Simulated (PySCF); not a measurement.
Compound: C7H15B.
Structure used (PBE0-D3(BJ)/def2-SVP), in Å, numbered top down from 1:
```
atom  x, y, z in Å
C1    -0.108   -2.203   -0.987
C2    -0.196   -1.001   -0.048
B3    -1.655   -0.497    0.233
C4    -1.929    0.983    0.651
C5    -0.818    1.963    0.277
C6     0.565    1.363    0.492
C7     0.826    0.112   -0.351
C8     2.269   -0.352   -0.185
H9     0.883   -2.681   -0.977
H10   -0.312   -1.902   -2.028
H11   -0.850   -2.971   -0.719
H12    0.032   -1.371    0.985
H13   -2.562   -1.308    0.246
H14   -2.015    0.910    1.758
H15   -2.927    1.328    0.333
H16   -0.913    2.906    0.841
H17   -0.921    2.240   -0.788
H18    0.697    1.108    1.561
H19    1.339    2.116    0.266
H20    0.685    0.400   -1.412
H21    2.459   -0.665    0.855
H22    2.977    0.458   -0.422
H23    2.512   -1.202   -0.839
```

Method used: TDDFT wB97X-D/def2-SVPD, vertical, gas phase, core orbitals frozen in the response (PySCF).

Transition dipole moments from the ground state, in atomic units and in the frame of the coordinates above (overall signs are arbitrary), for the states with f of 0.002 or more among the lowest 9:

```tsv
state	E (eV)	μx	μy	μz
S2	5.978	0.098	0.022	0.094
S3	7.556	-0.316	0.131	0.158
S5	7.894	-0.084	0.317	0.046
S6	7.917	-0.049	0.240	0.136
S7	8.188	0.217	0.261	-0.093
S8	8.230	0.066	-0.021	-0.094
S9	8.536	0.013	0.004	0.130
```

Task: What oscillator strength does each state have?

Result: f = (2/3) ΔE |μ|² with ΔE in hartree (27.2114 eV).

```
state  |μ|² (au)  |μ| (D)      f
   S2      0.019     0.35  0.003
   S3      0.142     0.96  0.026
   S5      0.109     0.84  0.021
   S6      0.078     0.71  0.015
   S7      0.124     0.90  0.025
   S8      0.014     0.30  0.003
   S9      0.017     0.33  0.004
```

Task: Which bond between heavy atoms lies closest to the direction of the S3 transition dipole?

Result: C2–B3, at 15° from it; next C7–C8 at 31°.

Task: What angle do the transition dipoles of S6 and S7 make?

Result: |cos θ| = |μa·μb| / (|μa| |μb|) = 0.40, so θ ≈ 66° (taken between 0 and 90°, since the signs are arbitrary).

The vertical ionisation energy (ΔSCF) is 9.68 eV, 1.14 eV above S9.

One conformer stands for the species.
